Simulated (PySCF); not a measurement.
InF₃ + 2 H₂O → InO(OH) + 3 HF

Level: PBE0 in the def2-TZVP basis family, computed in PySCF with density fitting; scalar-relativistic core potentials for atoms from Rb on, none lighter, no spin–orbit coupling; open shells unrestricted.

```
species                                                                 state and structure      E (Eh)  ZPE (kJ/mol)  H(298 K) − H(0) (kJ/mol)  S° (J/(mol K))
   InF₃                                                     singlet, D3h, In–F 1.919 Å (×3)  -489.59070          13.6                      16.4           309.3
    H₂O                                        singlet, C2v, O–H 0.960 Å (×2); H–O–H 105.1°   -76.37736          56.5                       9.9           188.7
InO(OH)  singlet, Cs, In–O 1.824 Å, In–O 1.940 Å, O–H 0.962 Å; H–O–In 113.4°, O–In–O 176.1°  -341.05460          38.7                      14.0           283.3
     HF                                                           singlet, C∞v, H–F 0.920 Å  -100.39188          24.9                       8.7           173.6
```

Q: What is the electronic reaction energy?

A: At PBE0/def2-TZVP, ΔE = 302.4 kJ/mol from the differences of the total energies times 2625.5, uphill. 

Q: Add zero-point, thermal and entropy terms for 298.15 K and 1 bar.

A: ΔZPE = -13.2 and Δ[H(298) − H(0)] = 3.9 kJ/mol give ΔH° = 293.1 kJ/mol. ΔS° = 117.4 J/(mol K), so ΔG° = 293.1 − 298.15 × (0.1174) = 258 kJ/mol. ΔG° would change sign near 2500 K if ΔH° and ΔS° stayed fixed.

The structures come from searches over a few start shapes, so lower isomers are not excluded.
